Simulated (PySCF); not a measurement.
**Levels of Tl⁷⁰⁺ from EOM-EA-GCCSD**

Reference: closed-shell Tl⁷¹⁺, [Ne]; one electron is added. Calculated with PySCF 2.14, two-component X2C-1e with screened spin-orbit coupling, an even-tempered Gaussian basis (16 s from 14 bohr⁻², ratio 2.6; 14 p from 19 bohr⁻², ratio 2.6; 6 d from 19 bohr⁻², ratio 2.8; 3 f from 400 bohr⁻², ratio 2.8); frozen 1s2; the 50 highest virtual spinors dropped; of the others 52 kept and the rest restored at second order. No Breit or QED terms. Binding energies in eV.

```
level  Koopmans  second order  EOM-CCSD
3s1/2    8888.5        8889.4    8889.4
3p1/2    8704.4        8705.5    8705.5
3p3/2    8124.2        8125.1    8125.1
3d3/2    7911.1        7911.9    7911.9
3d5/2    7782.0        7782.7    7782.7
```

Electric-dipole lines between these computed levels:

| lower | upper | ΔE (eV) | vacuum wavelength (nm) |
| --- | --- | --- | --- |
| 3s1/2 | 3p1/2 | 183.93 | 6.741 |
| 3s1/2 | 3p3/2 | 764.31 | 1.622 |
| 3p1/2 | 3d3/2 | 793.57 | 1.562 |
| 3p3/2 | 3d3/2 | 213.19 | 5.816 |
| 3p3/2 | 3d5/2 | 342.43 | 3.621 |

For comparison, the ionisation energy of Tl⁷⁰⁺ is 8880 ± 60 eV (theoretical estimate listed by NIST; NIST Atomic Spectra Database, ionization energies).

Only part of the computed levels is shown.
